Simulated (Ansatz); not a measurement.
```xyz
13

Si   -1.409   -1.146    0.636
C     0.393   -0.993    0.143
Si    0.741    0.434   -0.996
C     0.840    2.047   -0.024
S     0.818    2.136    1.585
H    -1.572   -2.090    1.773
H    -1.967    0.175    1.028
H    -2.195   -1.657   -0.520
H     0.999   -0.854    1.044
H     0.708   -1.926   -0.334
H    -0.324    0.603   -2.026
H     2.039    0.294   -1.715
H     0.929    2.977   -0.594
```

Total charge 0; spin multiplicity 1.

List the CAM-B3LYP/def2-TZVPP orbital energies in eV (the Gaussian-basis code of Ansatz). (Estimate.)

Computed: Occupied: -2419.90, -1801.14, -1800.83, -280.48, -278.53, -217.91, -162.51, -162.44, -162.24, -145.73, -145.42, -101.06, -101.05, -101.04, -100.74, -100.74, -100.73, -24.01, -21.62, -18.42, -16.46, -15.86, -13.97, -13.05, -12.43, -11.69, -11.38, -10.99, -10.77, -10.31, -10.08, -7.81. Lowest empty: -1.56, 1.23, 1.62, 2.14, 2.30, 2.43, 2.68, 2.90.
